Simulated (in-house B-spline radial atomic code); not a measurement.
# Sr III (Sr2+): [Ar] 3d10 4s2 4p6

Level of theory: Dirac-Kohn-Sham PBE, spherical fractional occupations, Fermi nucleus of rms radius 4.224 fm; calculated with a B-spline radial code for spherical atoms.

Z_r = [3n² - l(l+1)]/(2<r>); Z_e = n√(-2ε); the last column is Slater's effective charge. Values are occupation-weighted means over j. An effective charge above Z reflects the relativistic contraction of the inner shells.

```csv
shell,electrons,ε (eV),<r> (bohr),Z_r,Z_e,Slater
1s,2,-15945,0.03916,38.30,34.23,37.70
2s,2,-2170.9,0.1722,34.85,25.26,33.85
2p,6,-1931.3,0.1503,33.28,23.83,33.85
3s,2,-347.66,0.4918,27.45,15.16,26.75
3p,6,-270.22,0.4983,25.09,13.37,26.75
3d,10,-141.99,0.4982,21.07,9.69,16.85
4s,2,-54.705,1.352,17.75,8.02,10.25
4p,6,-36.523,1.548,14.85,6.55,10.25
```

The least bound orbital is 4p3/2 at -36.13 eV, and it is also the most diffuse (<r> = 1.559 bohr).

Spin-orbit splittings of the orbital energies (j = l + 1/2 above j = l - 1/2 when positive): 2p 68.41 eV, 3p 10.49 eV, 3d 1.831 eV, 4p 1.182 eV.

For the 1s electron the small component carries 1.91 % of the norm, the zero-frequency Breit interaction raises the level by 28.09 eV, self-energy by 15.07 eV, and vacuum polarisation lowers it by 1.624 eV.

The density falls to 0.001 bohr⁻³ at 3.335 bohr; Σ<r²> = 26.23 bohr² gives, by the non-relativistic formula and without the paramagnetism of open shells, a Langevin diamagnetic susceptibility of -20.77×10⁻⁶ cm³/mol.
